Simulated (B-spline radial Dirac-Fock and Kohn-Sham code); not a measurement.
## Ni²⁺: eigenvalues, ΔSCF and the reference

System: the Ni²⁺ ion in the configuration 1s2 2s2 2p6 3s2 3p6 3d8.

The density-functional columns are spherical, spin-unpolarised Dirac-Kohn-Sham results without Breit or QED terms: −ε is minus the orbital energy of the initial state and ΔSCF the difference of two total energies. The reference in the last column comes from multi-electron Dirac-Fock with separately optimised hole states, Breit and Lamb-shift corrections added in first order. All numbers are from an atomic code on a B-spline grid, in eV; a selection of levels is shown. For the 1s level of heavy atoms much of the gap between ΔSCF and the reference is the Breit and QED part, -14.5 eV here; for other levels the error of the functional can be larger.

```tsv
level	LDA −ε	LDA ΔSCF	PBE −ε	PBE ΔSCF	Dirac-Fock
1s	8213.0	8382.0	8230.0	8399.6	8367.5
2s	999.0	1025.5	1000.9	1027.3	1048.4
2p1/2	875.0	907.4	875.5	907.8	907.7
2p3/2	857.6	889.3	858.0	889.7	890.6
3s	130.3	140.6	130.7	141.1	150.4
3p1/2	92.53	102.7	92.56	102.7	106.3
3p3/2	90.32	100.4	90.35	100.5	104.1
3d	28.71	37.81	28.36	37.47	34.50
```

**Question.** Order the estimates of the K (1s) level by their distance from the Dirac-Fock value, nearest first.
A. PBE −ε
B. LDA −ε
C. LDA ΔSCF
D. PBE ΔSCF

**Answer.** C (14.5 eV), D (32.1 eV), A (137.5 eV), B (154.5 eV).

Values without a named source are computed, but for edge energies of neutral atoms, which are taken from tables.
